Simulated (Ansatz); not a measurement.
The cluster Te2Pd⁻ was relaxed with PBE-D4 (def2-TZVPD) in Ansatz in these states: charge -1 doublet, charge -1 quartet. The geometries follow in no particular order.

In the def2 sets Pd, Te take a core potential; there is no spin–orbit coupling.

A:

| atom | x (Å) | y (Å) | z (Å) |
| --- | --- | --- | --- |
| Pd1 | 0.335 | -0.347 | -1.184 |
| Te2 | 0.378 | 1.758 | 0.282 |
| Te3 | -0.713 | -1.411 | 0.902 |

B:

Cartesian coordinates in Å:
```
Pd -0.099 0.120 -1.182
Te 0.754 1.469 0.687
Te -0.655 -1.589 0.495
```

Question: Judge from the bond lengths which geometry belongs to which state (an estimate).

Answer: A is the charge -1 quartet (Pd1–Te3 2.566 Å, Pd1–Te2 2.566 Å); B is the charge -1 doublet (Pd1–Te3 2.458 Å, Pd1–Te2 2.458 Å).

At PBE-D4/def2-TZVPD the highest occupied level of the charge -1 quartet lies above zero (up to 0.45 eV). It is a level of α spin, whose loss leaves a triplet; that state wasn't run at this geometry and level. The electron is either unbound and held by the finite basis, or the level is raised by self-interaction error. At PBE0-D4/def2-TZVPD a doublet lies 0.84 eV below the charge -1 quartet. These are the stationary points nearest to one start from a short search; other shapes may lie lower in each state.
